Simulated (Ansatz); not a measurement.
Molecular dynamics of Cl2H2OSn

input.yaml

```yaml
crystal:
  periodic: [false, false, false]
  atoms:
    - { symbol: Sn, position_ang: [0.067731, -0.084954, -0.052363] }
    - { symbol: Cl, position_ang: [-0.126039, 0.000861, 2.259067] }
    - { symbol: H, position_ang: [1.607855, -0.223677, -0.723129] }
    - { symbol: O, position_ang: [-0.787468, 1.545391, -0.669766] }
    - { symbol: H, position_ang: [-1.570581, 1.745969, -0.189564] }
    - { symbol: Cl, position_ang: [-1.214498, -1.8137, -0.908572] }
basis:
  gaussian: { orbitals: def2-SVP }
hamiltonian:
  xc: pbe0
  dispersion: d4
md:
  timestep: 0.5
  n_steps: 100
  ensemble: nvt_langevin
  temperature: 1000.0
  initial_velocities: maxwell_boltzmann
  seed: 918711
  friction: 0.01
  masses: [{ species: H, mass: 10.0 }]
```

Launched with:

```bash
$ ansatz run input.yaml --threads 1 --pin off --max-ram 2048MiB --backend cpu --events-out ev --progress --plain --runs-dir out
```

It goes on from the last frame of an earlier run, with new velocities.

Output, in part (one step line in 2, the closing report, with atoms numbered from 0):

```
md step     0: t =     0.00 fs  T =   833.3 K  F+E_penalty+E_count = -32939.14540082 eV  E_kin = 0.646300 eV  (24 SCF iters)
md step     2: t =     1.00 fs  T =   792.8 K  F+E_penalty+E_count = -32939.13923258 eV  E_kin = 0.614878 eV  (28 SCF iters)
md step     4: t =     2.00 fs  T =   925.3 K  F+E_penalty+E_count = -32939.12335252 eV  E_kin = 0.717634 eV  (28 SCF iters)
md step     6: t =     3.00 fs  T =   878.1 K  F+E_penalty+E_count = -32939.09651094 eV  E_kin = 0.680982 eV  (28 SCF iters)
md step     8: t =     4.00 fs  T =   911.2 K  F+E_penalty+E_count = -32939.05931419 eV  E_kin = 0.706723 eV  (28 SCF iters)
md step    10: t =     5.00 fs  T =   919.0 K  F+E_penalty+E_count = -32939.00775980 eV  E_kin = 0.712761 eV  (28 SCF iters)
md step    12: t =     6.00 fs  T =   829.8 K  F+E_penalty+E_count = -32938.94879634 eV  E_kin = 0.643574 eV  (28 SCF iters)
md step    14: t =     7.00 fs  T =   713.6 K  F+E_penalty+E_count = -32938.88846124 eV  E_kin = 0.553475 eV  (28 SCF iters)
md step    16: t =     8.00 fs  T =   668.2 K  F+E_penalty+E_count = -32938.83865679 eV  E_kin = 0.518231 eV  (29 SCF iters)
md step    18: t =     9.00 fs  T =   669.0 K  F+E_penalty+E_count = -32938.80166408 eV  E_kin = 0.518848 eV  (22 SCF iters)
md step    20: t =    10.00 fs  T =   659.9 K  F+E_penalty+E_count = -32938.78209451 eV  E_kin = 0.511825 eV  (22 SCF iters)
md step    22: t =    11.00 fs  T =   596.5 K  F+E_penalty+E_count = -32938.77491334 eV  E_kin = 0.462641 eV  (22 SCF iters)
md step    24: t =    12.00 fs  T =   618.5 K  F+E_penalty+E_count = -32938.77263398 eV  E_kin = 0.479710 eV  (28 SCF iters)
md step    26: t =    13.00 fs  T =   657.7 K  F+E_penalty+E_count = -32938.77152292 eV  E_kin = 0.510085 eV  (28 SCF iters)
md step    28: t =    14.00 fs  T =   614.8 K  F+E_penalty+E_count = -32938.77585624 eV  E_kin = 0.476782 eV  (28 SCF iters)
md step    30: t =    15.00 fs  T =   637.5 K  F+E_penalty+E_count = -32938.78033428 eV  E_kin = 0.494427 eV  (28 SCF iters)
md step    32: t =    16.00 fs  T =   680.7 K  F+E_penalty+E_count = -32938.78614993 eV  E_kin = 0.527949 eV  (28 SCF iters)
md step    34: t =    17.00 fs  T =   658.0 K  F+E_penalty+E_count = -32938.79513404 eV  E_kin = 0.510282 eV  (28 SCF iters)
md step    36: t =    18.00 fs  T =   660.0 K  F+E_penalty+E_count = -32938.80319908 eV  E_kin = 0.511872 eV  (28 SCF iters)
md step    38: t =    19.00 fs  T =   595.9 K  F+E_penalty+E_count = -32938.80881605 eV  E_kin = 0.462124 eV  (28 SCF iters)
md step    40: t =    20.00 fs  T =   601.4 K  F+E_penalty+E_count = -32938.81672820 eV  E_kin = 0.466426 eV  (28 SCF iters)
md step    42: t =    21.00 fs  T =   649.4 K  F+E_penalty+E_count = -32938.82516878 eV  E_kin = 0.503673 eV  (28 SCF iters)
md step    44: t =    22.00 fs  T =   650.0 K  F+E_penalty+E_count = -32938.83057947 eV  E_kin = 0.504076 eV  (28 SCF iters)
md step    46: t =    23.00 fs  T =   672.5 K  F+E_penalty+E_count = -32938.83399410 eV  E_kin = 0.521535 eV  (28 SCF iters)
md step    48: t =    24.00 fs  T =   637.9 K  F+E_penalty+E_count = -32938.83588346 eV  E_kin = 0.494746 eV  (29 SCF iters)
md step    50: t =    25.00 fs  T =   657.2 K  F+E_penalty+E_count = -32938.83258350 eV  E_kin = 0.509706 eV  (28 SCF iters)
md step    52: t =    26.00 fs  T =   703.1 K  F+E_penalty+E_count = -32938.82503127 eV  E_kin = 0.545259 eV  (28 SCF iters)
md step    54: t =    27.00 fs  T =   693.0 K  F+E_penalty+E_count = -32938.81458622 eV  E_kin = 0.537448 eV  (29 SCF iters)
md step    56: t =    28.00 fs  T =   735.7 K  F+E_penalty+E_count = -32938.80175371 eV  E_kin = 0.570542 eV  (28 SCF iters)
md step    58: t =    29.00 fs  T =   674.0 K  F+E_penalty+E_count = -32938.78696961 eV  E_kin = 0.522755 eV  (23 SCF iters)
md step    60: t =    30.00 fs  T =   625.7 K  F+E_penalty+E_count = -32938.77408373 eV  E_kin = 0.485277 eV  (23 SCF iters)
md step    62: t =    31.00 fs  T =   529.0 K  F+E_penalty+E_count = -32938.76165882 eV  E_kin = 0.410252 eV  (24 SCF iters)
md step    64: t =    32.00 fs  T =   523.9 K  F+E_penalty+E_count = -32938.74542460 eV  E_kin = 0.406293 eV  (23 SCF iters)
md step    66: t =    33.00 fs  T =   529.6 K  F+E_penalty+E_count = -32938.72950507 eV  E_kin = 0.410739 eV  (24 SCF iters)
md step    68: t =    34.00 fs  T =   512.0 K  F+E_penalty+E_count = -32938.71777933 eV  E_kin = 0.397093 eV  (24 SCF iters)
md step    70: t =    35.00 fs  T =   481.1 K  F+E_penalty+E_count = -32938.70770973 eV  E_kin = 0.373104 eV  (24 SCF iters)
md step    72: t =    36.00 fs  T =   493.5 K  F+E_penalty+E_count = -32938.70034002 eV  E_kin = 0.382777 eV  (24 SCF iters)
md step    74: t =    37.00 fs  T =   494.2 K  F+E_penalty+E_count = -32938.69965157 eV  E_kin = 0.383261 eV  (22 SCF iters)
md step    76: t =    38.00 fs  T =   571.5 K  F+E_penalty+E_count = -32938.70781395 eV  E_kin = 0.443227 eV  (29 SCF iters)
md step    78: t =    39.00 fs  T =   624.5 K  F+E_penalty+E_count = -32938.72310263 eV  E_kin = 0.484322 eV  (28 SCF iters)
md step    80: t =    40.00 fs  T =   624.3 K  F+E_penalty+E_count = -32938.74314034 eV  E_kin = 0.484216 eV  (29 SCF iters)
md step    82: t =    41.00 fs  T =   566.6 K  F+E_penalty+E_count = -32938.76196198 eV  E_kin = 0.439462 eV  (29 SCF iters)
md step    84: t =    42.00 fs  T =   591.9 K  F+E_penalty+E_count = -32938.78161033 eV  E_kin = 0.459041 eV  (29 SCF iters)
md step    86: t =    43.00 fs  T =   685.2 K  F+E_penalty+E_count = -32938.80185471 eV  E_kin = 0.531412 eV  (28 SCF iters)
md step    88: t =    44.00 fs  T =   690.3 K  F+E_penalty+E_count = -32938.81906136 eV  E_kin = 0.535349 eV  (29 SCF iters)
md step    90: t =    45.00 fs  T =   609.5 K  F+E_penalty+E_count = -32938.83173794 eV  E_kin = 0.472671 eV  (29 SCF iters)
md step    92: t =    46.00 fs  T =   668.2 K  F+E_penalty+E_count = -32938.83737448 eV  E_kin = 0.518217 eV  (29 SCF iters)
md step    94: t =    47.00 fs  T =   727.2 K  F+E_penalty+E_count = -32938.83899554 eV  E_kin = 0.563953 eV  (28 SCF iters)
md step    96: t =    48.00 fs  T =   699.1 K  F+E_penalty+E_count = -32938.83552860 eV  E_kin = 0.542159 eV  (27 SCF iters)
md step    98: t =    49.00 fs  T =   777.4 K  F+E_penalty+E_count = -32938.82764290 eV  E_kin = 0.602887 eV  (29 SCF iters)
md step   100: t =    50.00 fs  T =   718.5 K  F+E_penalty+E_count = -32938.81458067 eV  E_kin = 0.557232 eV  (27 SCF iters)
Total energy: -32938.81460765 eV, -1210.4791101007 hartree
Atom 0 at     0.154230    -0.146941    -0.059876 Å, force    -0.913986    -0.178279    -0.068351 eV/Å
Atom 1 at    -0.170637     0.097538     2.300996 Å, force     0.127697    -0.510986    -0.666291 eV/Å
Atom 2 at     1.730893     0.211597    -0.569911 Å, force     0.199332    -0.516723     0.047831 eV/Å
Atom 3 at    -0.707404     1.495279    -0.647443 Å, force    -1.161718     0.887863     0.398411 eV/Å
Atom 4 at    -1.434068     1.850782    -0.077562 Å, force     0.884254    -0.597926    -0.669429 eV/Å
Atom 5 at    -1.063741    -1.929796    -1.241627 Å, force     0.864420     0.916051     0.957830 eV/Å
Dipole moment:     0.267119     0.056280     0.074387 e Å
```

The run went to its last step. The mean temperature of the second half is 37 % below the set value. A run of 0.05 ps of so small a system gives no equilibrium averages.

The same pairs are bonded in the first frame and the last. Pairs count as bonded within 1.25 times the sum of covalent radii (0.12 Å more for H–H).

Last frame:

```xyz
6
Properties=species:S:1:pos:R:3
Sn 0.154 -0.147 -0.060
Cl -0.171 0.098 2.301
H 1.731 0.212 -0.570
O -0.707 1.495 -0.647
H -1.434 1.851 -0.078
Cl -1.064 -1.930 -1.242
```

Run time: 7.6 min on 1 thread of Intel(R) Xeon(R) Platinum 8259CL CPU @ 2.50GHz (Skylake/Cascade Lake), with other jobs on the host, peak memory 0.21 GiB.
